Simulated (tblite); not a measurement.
Compound: C4H7OS2 (doublet state).
SMILES with atom numbers: `[CH3:1][O:2][C:3](=[S:4])[CH2:5][CH2:6][S:7]` (hydrogens: H8, H9, H10 on C1; H11, H12 on C5; H13, H14 on C6)
Bond orders are those of one Lewis drawing.

Computed with GFN2-xTB (tblite), gas phase: L-BFGS steps from a force-field or distance-geometry start until the largest atomic force falls under 0.01 eV/Å.

Geometry at step 6:
```
atom  x, y, z in Å
C1      2.3905    0.0922    0.2715
O2      1.0252    0.4596    0.2010
C3      0.2683   -0.2078   -0.6527
S4      0.8247   -1.3874   -1.6378
C5     -1.1835    0.1625   -0.6483
C6     -1.8346    0.0190    0.7266
S7     -3.5807    0.4306    0.5966
H8      2.8582    0.7295    1.0142
H9      2.8897    0.2122   -0.6947
H10     2.4827   -0.9519    0.5775
H11    -1.7038   -0.4684   -1.3678
H12    -1.3092    1.2015   -0.9577
H13    -1.3809    0.7077    1.4426
H14    -1.7473   -0.9998    1.1068
```

Problem. Give the atomic forces at this geometry.

Solution. 
| atom | Fx (eV/Å) | Fy (eV/Å) | Fz (eV/Å) |
| --- | --- | --- | --- |
| C1 | 0.094 | -0.033 | 0.047 |
| O2 | -0.020 | -0.080 | -0.145 |
| C3 | -0.011 | -0.058 | 0.069 |
| S4 | 0.012 | 0.013 | 0.004 |
| C5 | -0.033 | 0.060 | -0.057 |
| C6 | 0.045 | 0.034 | 0.134 |
| S7 | -0.011 | -0.025 | 0.068 |
| H8 | -0.041 | 0.131 | 0.058 |
| H9 | -0.106 | 0.030 | 0.006 |
| H10 | -0.008 | -0.070 | -0.021 |
| H11 | -0.006 | -0.053 | -0.036 |
| H12 | 0.120 | 0.104 | -0.085 |
| H13 | -0.003 | -0.036 | -0.015 |
| H14 | -0.032 | -0.017 | -0.027 |

The largest, 0.18 eV/Å, acts on H12; the rms over all components is 0.062 eV/Å. The forces sum to zero within rounding, as they must for an isolated molecule in no field.

Problem. Give the force on H12 in Eh/bohr and in nN.

Solution. 0.180 eV/Å ÷ 51.422 = 0.00350 Eh/bohr, and 0.180 eV/Å × 1.602 = 0.29 nN.

Problem. How far is this geometry from the end of the optimisation?

Solution. 0.020 eV above it, and 0.100 Å rms away after alignment. The bonds farthest from their final lengths, with half the difference of the two atoms' forces along the bond (positive lengthens):

```
  bond  now (Å)  final (Å)  force along bond (eV/Å)
 C5–C6    1.528      1.532                    +0.07
 C1–H8    1.085      1.087                    +0.02
C5–H12    1.091      1.094                    +0.02
 C3=S4    1.634      1.632                     0.00
 O2–C3    1.322      1.320                    -0.08
```

The angle farthest from its final value is C3–C5–C6, 113.1° against 110.8°.

What follows is the cost of the whole relaxation. Hardware: an Arm Neoverse V2 with one thread, shared host with 32 logical CPUs at a one-minute load of 27. Cost: 0.34 s.
